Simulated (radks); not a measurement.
Results of a calculation; reference values are marked as such.
Ar6+, configuration [Ne] 3s2.

Level of theory: scalar-relativistic Kohn-Sham, PBEsol, spin-unpolarised, spherical densities, finite nucleus; Fermi nuclear charge, rms radius 3.4274 fm (a radial shooting solver on a logarithmic mesh with Libxc functionals).

Energy parts (hartree):
total: -517.13612
kinetic: 519.99673
electron-nucleus: -1183.55562
Hartree: 173.35519
exchange-correlation: -26.93242

Orbitals (lengths in bohr, moments of r in powers of bohr; r(max) is where P^2 peaks; r(90%) holds 90 % of the orbital's charge):
| orbital | occ. | eigenvalue (hartree) | <r> | r(90%) | r(max) |
|---|---|---|---|---|---|
| 1s | 2 | -118.8742 | 0.08579 | 0.153 | 0.05612 |
| 2s | 2 | -15.03658 | 0.4116 | 0.642 | 0.3378 |
| 2p | 6 | -12.60918 | 0.3728 | 0.616 | 0.2793 |
| 3s | 2 | -4.26110 | 1.186 | 1.74 | 1.076 |
| 3p | 0 | -3.64207 | 1.234 | 1.84 | 1.109 |
| 4s | 0 | -1.91261 | 2.444 | 3.46 | 2.392 |

The highest occupied level is 3s at -115.95 eV. For comparison, the ionisation energy in NIST's Atomic Spectra Database is 124.4 eV (semi-empirical). In exact Kohn-Sham theory the highest level is minus the ionisation energy, but local and semilocal functionals leave it too shallow, through self-interaction and a potential that decays too fast; potentials with the right tail come closer. The density falls to 0.001 e/bohr^3 at r = 2.39 bohr. Summed over all electrons, <r^2> = 4.654 bohr^2, which gives a Langevin (diamagnetic) susceptibility term of -3.69 x 10^-6 cm^3/mol.
